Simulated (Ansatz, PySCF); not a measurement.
C₄H₅FO, SMILES O=C[C@@H]1C[C@H]1F. Atoms are numbered in the order given.

```xyz
11

O      2.5500    -0.2054    -0.2229
C      1.4915    -0.1984     0.3533
C      0.2215     0.3172    -0.2122
C     -0.8046     0.9752     0.7179
C     -1.0783    -0.3631     0.1562
F     -2.0110    -0.4799    -0.8250
H      1.3993    -0.5991     1.4017
H      0.2895     0.7038    -1.2327
H     -1.3557     1.8184     0.2952
H     -0.5594     1.0581     1.7810
H     -1.0497    -1.2466     0.8042
```

The structure is a stationary point at B3LYP-D3(BJ)/def2-SVP. The values are those of a single conformer.

Two levels are set side by side: PBE-D3(BJ)/def2-SVP (Ansatz, a quantum-chemistry and plane-wave program) and B3LYP-D3(BJ)/def2-SVP (Ansatz). Each level has its own optimised geometry; the coordinates shown are those of the second. Frequencies come from the Hessian of PySCF at each geometry. Differences are taken from unrounded values.

```tsv
quantity	B3LYP-D3(BJ)	PBE-D3(BJ)	PBE-D3(BJ) minus B3LYP-D3(BJ)
mean bond length (Å)	1.279	1.286	0.007
bond O1–C2 (Å)	1.205	1.215	0.010
bond C2–C3 (Å)	1.483	1.484	0.002
bond C3–C4 (Å)	1.533	1.536	0.003
bond C3–C5 (Å)	1.513	1.523	0.011
bond C4–C5 (Å)	1.477	1.481	0.004
bond C5–F6 (Å)	1.359	1.363	0.005
bond C2–H7 (Å)	1.126	1.138	0.012
bond C3–H8 (Å)	1.093	1.101	0.008
bond C4–H9 (Å)	1.092	1.100	0.008
bond C4–H10 (Å)	1.094	1.102	0.008
bond C5–H11 (Å)	1.096	1.105	0.009
highest harmonic wavenumber (cm⁻¹)	3233	3172	-61
mean harmonic wavenumber (cm⁻¹)	1343	1304	-39
zero-point energy (kcal/mol)	51.85	50.35	-1.50
```

Exact exchange shortens and stiffens bonds; PBE has none. Differences between two approximate levels are no errors against the true value.
